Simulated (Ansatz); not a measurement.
Born–Oppenheimer molecular dynamics of a periodic cell of 17 atoms, Li (host Li, host structure bcc, interstitial Li). It goes on from the last frame of an earlier run, with new velocities.

All numbers below come from DFT PBE-D3(BJ), scalar-relativistic, plane waves, PAW in Ansatz 0.2.0. Settings: accuracy low, cutoff 420 eV, k mesh 2x2x2, fermi-dirac smearing 0.1 eV, no spin polarisation.

```json
{
 "ensemble": "NVT, Nosé–Hoover chain",
 "time step": "1 fs",
 "steps asked": "300",
 "set temperature": "1680 K",
 "thermostat": "time constant 100 fs, chain length 5",
 "seed": "15982"
}
```

Frames 10 fs apart, positions in Å.

Velocities at 90.0 fs (Å/ps):

```
Li -10.53 -28.27 -4.98
Li -4.38 -8.35 7.47
Li 12.60 17.68 10.66
Li 3.15 -10.70 20.38
Li 7.59 11.54 1.68
Li -4.06 -2.15 10.02
Li -1.53 2.99 -6.90
Li -21.62 7.46 -3.51
Li 7.05 -12.03 -18.05
Li 1.32 -6.94 2.18
Li -4.39 -1.11 9.10
Li 8.09 -15.03 -5.86
Li 8.51 0.77 -22.94
Li -4.44 -10.88 5.59
Li 0.04 22.19 8.14
Li 10.62 21.42 -13.06
Li -8.03 11.39 0.11
```

```xyz
17
Lattice="6.9800 0.0000 0.0000 0.0000 6.9800 0.0000 0.0000 0.0000 6.9800" Properties=species:S:1:pos:R:3 time_fs=90.0 energy_less_start_eV=1.675 T=1110
Li -0.705 -0.247 0.444
Li 1.825 -0.311 0.636
Li -0.057 3.905 0.419
Li 0.201 0.105 3.002
Li 2.106 1.885 1.737
Li 4.390 3.667 -0.244
Li 3.569 0.285 3.171
Li 4.566 1.786 0.708
Li -0.781 2.183 2.166
Li 1.907 4.530 2.525
Li 1.481 1.112 5.591
Li 4.162 2.723 3.983
Li 4.923 5.490 2.426
Li 6.339 2.269 5.342
Li 2.671 5.055 4.695
Li 6.381 5.515 4.532
Li 3.956 0.946 5.819
17
Lattice="6.9800 0.0000 0.0000 0.0000 6.9800 0.0000 0.0000 0.0000 6.9800" Properties=species:S:1:pos:R:3 time_fs=100.0 energy_less_start_eV=1.743 T=1134
Li -0.826 -0.514 0.364
Li 1.813 -0.435 0.716
Li 0.100 4.090 0.514
Li 0.276 0.026 3.191
Li 2.167 2.026 1.749
Li 4.310 3.742 -0.163
Li 3.548 0.315 3.101
Li 4.338 1.809 0.744
Li -0.688 2.081 2.018
Li 1.907 4.456 2.525
Li 1.443 1.116 5.660
Li 4.234 2.615 3.893
Li 4.994 5.447 2.169
Li 6.296 2.163 5.388
Li 2.671 5.290 4.832
Li 6.466 5.686 4.467
Li 3.886 0.983 5.780
17
Lattice="6.9800 0.0000 0.0000 0.0000 6.9800 0.0000 0.0000 0.0000 6.9800" Properties=species:S:1:pos:R:3 time_fs=110.0 energy_less_start_eV=1.586 T=1280
Li -0.964 -0.684 0.208
Li 1.854 -0.595 0.802
Li 0.302 4.245 0.564
Li 0.455 0.052 3.284
Li 2.164 2.180 1.750
Li 4.175 3.969 -0.124
Li 3.525 0.311 3.028
Li 4.131 1.743 0.888
Li -0.563 1.996 1.907
Li 1.899 4.389 2.533
Li 1.421 1.147 5.711
Li 4.289 2.615 3.751
Li 5.013 5.314 1.931
Li 6.249 2.080 5.435
Li 2.669 5.528 5.048
Li 6.467 5.725 4.552
Li 3.848 0.880 5.684
17
Lattice="6.9800 0.0000 0.0000 0.0000 6.9800 0.0000 0.0000 0.0000 6.9800" Properties=species:S:1:pos:R:3 time_fs=120.0 energy_less_start_eV=1.542 T=1386
Li -1.097 -0.694 -0.027
Li 1.941 -0.717 0.879
Li 0.516 4.320 0.538
Li 0.724 0.166 3.276
Li 2.068 2.307 1.736
Li 4.004 4.221 -0.129
Li 3.509 0.239 2.963
Li 4.004 1.626 1.026
Li -0.443 1.917 1.792
Li 1.907 4.362 2.632
Li 1.424 1.206 5.779
Li 4.333 2.722 3.587
Li 4.977 5.117 1.812
Li 6.180 2.043 5.500
Li 2.648 5.723 5.283
Li 6.373 5.637 4.730
Li 3.866 0.702 5.574
17
Lattice="6.9800 0.0000 0.0000 0.0000 6.9800 0.0000 0.0000 0.0000 6.9800" Properties=species:S:1:pos:R:3 time_fs=130.0 energy_less_start_eV=1.728 T=1385
Li -1.212 -0.559 -0.245
Li 2.063 -0.747 0.939
Li 0.694 4.318 0.422
Li 1.013 0.294 3.247
Li 1.925 2.389 1.696
Li 3.800 4.388 -0.179
Li 3.518 0.093 2.934
Li 3.974 1.490 1.065
Li -0.373 1.839 1.654
Li 1.929 4.398 2.869
Li 1.454 1.298 5.884
Li 4.367 2.898 3.443
Li 4.936 4.894 1.831
Li 6.081 2.066 5.580
Li 2.564 5.827 5.476
Li 6.244 5.471 4.868
Li 3.957 0.539 5.469
17
Lattice="6.9800 0.0000 0.0000 0.0000 6.9800 0.0000 0.0000 0.0000 6.9800" Properties=species:S:1:pos:R:3 time_fs=140.0 energy_less_start_eV=1.780 T=1446
Li -1.285 -0.340 -0.321
Li 2.189 -0.684 0.995
Li 0.800 4.275 0.239
Li 1.250 0.409 3.265
Li 1.829 2.446 1.631
Li 3.611 4.418 -0.253
Li 3.597 -0.104 2.956
Li 4.000 1.363 0.992
Li -0.398 1.748 1.498
Li 1.947 4.476 3.218
Li 1.508 1.424 6.019
Li 4.383 3.072 3.357
Li 4.940 4.690 1.906
Li 5.968 2.163 5.661
Li 2.377 5.850 5.572
Li 6.133 5.236 4.876
Li 4.086 0.453 5.340
17
Lattice="6.9800 0.0000 0.0000 0.0000 6.9800 0.0000 0.0000 0.0000 6.9800" Properties=species:S:1:pos:R:3 time_fs=150.0 energy_less_start_eV=1.662 T=1587
Li -1.267 -0.147 -0.241
Li 2.280 -0.574 1.056
Li 0.816 4.224 0.034
Li 1.393 0.529 3.354
Li 1.834 2.522 1.578
Li 3.502 4.305 -0.327
Li 3.780 -0.332 3.012
Li 4.025 1.280 0.853
Li -0.508 1.642 1.356
Li 1.937 4.550 3.608
Li 1.586 1.576 6.148
Li 4.355 3.151 3.368
Li 5.017 4.561 1.919
Li 5.865 2.347 5.731
Li 2.097 5.874 5.563
Li 6.049 4.957 4.785
Li 4.175 0.434 5.154
17
Lattice="6.9800 0.0000 0.0000 0.0000 6.9800 0.0000 0.0000 0.0000 6.9800" Properties=species:S:1:pos:R:3 time_fs=160.0 energy_less_start_eV=1.606 T=1689
Li -1.139 -0.089 -0.105
Li 2.319 -0.481 1.116
Li 0.733 4.181 -0.147
Li 1.451 0.676 3.492
Li 1.918 2.639 1.585
Li 3.486 4.106 -0.412
Li 4.043 -0.587 3.050
Li 3.999 1.270 0.705
Li -0.628 1.556 1.288
Li 1.901 4.559 3.957
Li 1.679 1.736 6.225
Li 4.247 3.087 3.475
Li 5.180 4.511 1.800
Li 5.780 2.581 5.787
Li 1.781 5.984 5.528
Li 5.986 4.708 4.654
Li 4.199 0.460 4.952
17
Lattice="6.9800 0.0000 0.0000 0.0000 6.9800 0.0000 0.0000 0.0000 6.9800" Properties=species:S:1:pos:R:3 time_fs=170.0 energy_less_start_eV=1.344 T=1877
Li -0.936 -0.210 -0.031
Li 2.304 -0.445 1.181
Li 0.584 4.150 -0.267
Li 1.453 0.856 3.635
Li 2.031 2.807 1.669
Li 3.526 3.912 -0.516
Li 4.319 -0.867 3.023
Li 3.916 1.329 0.570
Li -0.691 1.548 1.354
Li 1.866 4.460 4.199
Li 1.765 1.887 6.223
Li 4.063 2.917 3.607
Li 5.413 4.473 1.573
Li 5.713 2.769 5.852
Li 1.468 6.220 5.561
Li 5.954 4.562 4.499
Li 4.189 0.530 4.819
17
Lattice="6.9800 0.0000 0.0000 0.0000 6.9800 0.0000 0.0000 0.0000 6.9800" Properties=species:S:1:pos:R:3 time_fs=180.0 energy_less_start_eV=1.661 T=1770
Li -0.727 -0.440 -0.038
Li 2.243 -0.472 1.264
Li 0.444 4.138 -0.306
Li 1.412 1.071 3.739
Li 2.130 3.025 1.798
Li 3.579 3.808 -0.627
Li 4.555 -1.141 2.943
Li 3.833 1.406 0.455
Li -0.695 1.620 1.544
Li 1.847 4.290 4.350
Li 1.810 2.020 6.156
Li 3.853 2.704 3.705
Li 5.673 4.384 1.299
Li 5.670 2.824 5.933
Li 1.172 6.526 5.655
Li 5.974 4.518 4.307
Li 4.162 0.615 4.776
17
Lattice="6.9800 0.0000 0.0000 0.0000 6.9800 0.0000 0.0000 0.0000 6.9800" Properties=species:S:1:pos:R:3 time_fs=190.0 energy_less_start_eV=2.695 T=1298
Li -0.621 -0.654 -0.056
Li 2.149 -0.549 1.371
Li 0.420 4.138 -0.305
Li 1.328 1.309 3.775
Li 2.194 3.288 1.906
Li 3.624 3.854 -0.721
Li 4.708 -1.354 2.821
Li 3.790 1.449 0.389
Li -0.666 1.716 1.798
Li 1.825 4.146 4.449
Li 1.789 2.136 6.080
Li 3.684 2.511 3.747
Li 5.887 4.240 1.072
Li 5.667 2.720 5.985
Li 0.944 6.813 5.727
Li 6.070 4.498 4.111
Li 4.141 0.635 4.803
17
Lattice="6.9800 0.0000 0.0000 0.0000 6.9800 0.0000 0.0000 0.0000 6.9800" Properties=species:S:1:pos:R:3 time_fs=200.0 energy_less_start_eV=2.341 T=1491
Li -0.704 -0.785 -0.015
Li 2.027 -0.650 1.496
Li 0.584 4.141 -0.334
Li 1.194 1.538 3.732
Li 2.227 3.581 1.942
Li 3.679 4.056 -0.785
Li 4.744 -1.474 2.647
Li 3.778 1.447 0.403
Li -0.631 1.794 2.067
Li 1.787 4.105 4.498
Li 1.727 2.227 6.059
Li 3.600 2.383 3.726
Li 5.982 4.048 0.993
Li 5.721 2.481 5.954
Li 0.826 7.057 5.716
Li 6.256 4.430 3.970
Li 4.137 0.518 4.881
```

Of the whole run (300 fs, mean temperature of the second half 1729 K): The conserved energy stayed within 0.13 meV per atom of its start (net change 0.041 meV per atom), so the integration is sound. A run of 0.3 ps of so small a system gives no equilibrium averages. Limits of this set-up: coarse k mesh, low accuracy level.

Run time: 14 min on 1 thread of Arm Neoverse V2, with other jobs on the host, peak memory 0.51 GiB.
